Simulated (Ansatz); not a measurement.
Born–Oppenheimer molecular dynamics of H11NSi4 (16 atoms, charge 0, multiplicity 1). It starts from a relaxed structure.

Computed with Ansatz, RKS PBE0-D4/STO-3G.

```
ensemble        : NVT, Nosé–Hoover chain
time step       : 1 fs
steps asked     : 100
set temperature : 1500 K
thermostat      : time constant 100 fs, chain length 3 (defaults)
seed            : 791880
```

First frame:

```xyz
16
Properties=species:S:1:pos:R:3
Si 0.004 -0.003 -0.051
Si -0.029 -0.034 2.211
H -1.380 -0.034 2.724
H 0.630 -1.214 2.720
H 0.643 1.116 2.771
Si 2.134 0.071 -0.774
H 2.907 -0.991 -0.173
H 2.222 -0.077 -2.208
H 2.762 1.321 -0.414
N -0.814 1.438 -0.761
H -1.803 1.470 -0.408
H -0.394 2.303 -0.338
Si -1.078 -1.807 -0.865
H -1.709 -2.559 0.194
H -2.108 -1.417 -1.798
H -0.175 -2.701 -1.548
```

Task: How far do the bonds stretch over the last three quarters of this one trajectory? (Pairs bonded in most of those frames.)

Result: 
```csv
bond,mean (Å),spread (Å),shortest,longest
Si1–Si2,2.275,0.066,2.18,2.39
Si1–Si6,2.286,0.103,2.12,2.43
Si1–N10,1.825,0.040,1.78,1.91
Si1–Si13,2.270,0.031,2.22,2.31
Si2–H3,1.466,0.083,1.34,1.60
Si2–H4,1.454,0.023,1.41,1.51
Si2–H5,1.460,0.059,1.37,1.55
Si6–H7,1.454,0.036,1.39,1.51
Si6–H8,1.452,0.021,1.42,1.49
Si6–H9,1.451,0.037,1.39,1.51
N10–H11,1.056,0.019,1.01,1.10
N10–H12,1.057,0.036,0.99,1.12
Si13–H14,1.447,0.026,1.40,1.50
Si13–H15,1.459,0.081,1.34,1.57
Si13–H16,1.447,0.024,1.41,1.49
```

Mean temperature of the second half: 865 K. The conserved energy stayed within 3.2 meV per atom of its start (net change 1.5 meV per atom), so there is no drift, though single steps change it by up to 23 meV in the whole system, a sign of fast motions only just resolved. The mean temperature of the second half is 42 % below the set value. A run of 0.1 ps of so small a system gives no equilibrium averages. Limits of this set-up: minimal basis.

Time of the run: 6.7 min on 1 thread of Arm Neoverse V2, with other jobs on the host, peak memory 0.14 GiB.
